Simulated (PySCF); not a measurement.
CH$_{3}$O, doublet, geometry from GFN2-xTB. Base run: PySCF with DF-B3LYP/6-31G.

Here is a job for PySCF.
```python
from pyscf import gto, scf, dft

mol = gto.Mole()
mol.atom = '''
    C    -0.541170    0.053534    0.000832
    O     0.761767   -0.095889   -0.019756
    H    -0.928677   -0.037737    1.042770
    H    -0.817061    1.110293   -0.225599
    H    -1.101380   -0.626646   -0.664113
'''
mol.basis = '6-31g'
mol.charge = 0
mol.spin = 1
mol.verbose = 4
mol.build()

mf = dft.UKS(mol)
mf.xc = 'b3lyp'
mf = mf.density_fit(auxbasis='def2-universal-jkfit')
mf.kernel()
```

Variants of this job, named by their change:

```csv
change,basis functions,E (Eh),HOMO (eV),dipole (D)
base,24,-115.01434,-6.96,2.26
basis = STO-3G,(withheld),(withheld),(withheld),(withheld)
basis = def2-SV(P),34,-114.95398,-7.08,1.98
basis = 6-31G*,34,-115.04571,-7.00,1.97
basis = pcseg-1,43,-115.03112,-7.24,2.16
basis = 6-311G**,54,-115.08401,-7.16,2.04
basis = def2-SVPD,67,-114.97431,-7.49,2.13
"basis = 6-311+G(2d,p)",(withheld),(withheld),(withheld),(withheld)
basis = def2-TZVP,(withheld),(withheld),-7.41,(withheld)
basis = pcseg-2,(withheld),(withheld),(withheld),(withheld)
basis = def2-TZVPP,104,-115.10328,-7.41,2.05
basis = aug-cc-pVTZ,161,-115.10087,-7.48,2.06
basis = cc-pVQZ,200,-115.10800,-7.43,2.04
```

Task: What belongs in the gaps?

Result: 
- basis = STO-3G, basis functions: 13
- basis = STO-3G, E (Eh): -113.51814
- basis = STO-3G, HOMO (eV): -3.60
- basis = STO-3G, dipole (D): 1.26
- basis = 6-311+G(2d,p), basis functions: 72
- basis = 6-311+G(2d,p), E (Eh): -115.09270
- basis = 6-311+G(2d,p), HOMO (eV): -7.46
- basis = 6-311+G(2d,p), dipole (D): 2.14
- basis = def2-TZVP, basis functions: 80
- basis = def2-TZVP, E (Eh): -115.10194
- basis = def2-TZVP, dipole (D): 2.07
- basis = pcseg-2, basis functions: 102
- basis = pcseg-2, E (Eh): -115.10297
- basis = pcseg-2, HOMO (eV): -7.45
- basis = pcseg-2, dipole (D): 2.12

Totals compare only among sets that treat the same electrons; sets with core potentials leave the core out.

Open shells are given as the SCF converged; they aren't shown to be the lowest states, and a large step between rows can be another state.
